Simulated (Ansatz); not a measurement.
Input for Ansatz (a first-principles code):
Ansatz 0.2 input:
```yaml
crystal:
  periodic: [false, false, false]
  atoms:
    - {symbol: Se, position_ang: [0.35745715, 0.60512081, 0.70550420]}
    - {symbol: Br, position_ang: [-0.41199936, -1.43140313, -0.02164820]}
    - {symbol: Si, position_ang: [0.13877985, 1.70160874, -1.30820287]}
    - {symbol: H, position_ang: [0.57268371, 3.04241751, -0.94476184]}
    - {symbol: H, position_ang: [-1.82456353, 1.58776402, -1.85774201]}
    - {symbol: H, position_ang: [1.01444104, 1.03977109, -2.26912326]}
basis:
  gaussian:
    orbitals: STO-3G
hamiltonian:
  xc: hf
magnetization: {spin_polarized: false}
correlation: {active_space: {window: {electrons: 4, orbitals: 4}}}
```

Task: Predict the total energy from Ansatz with CASSCF(4,4)/STO-3G.

Result: -5205.5680 Eh

Task: Give the number of basis functions at the level CASSCF(4,4)/STO-3G.

Result: 48
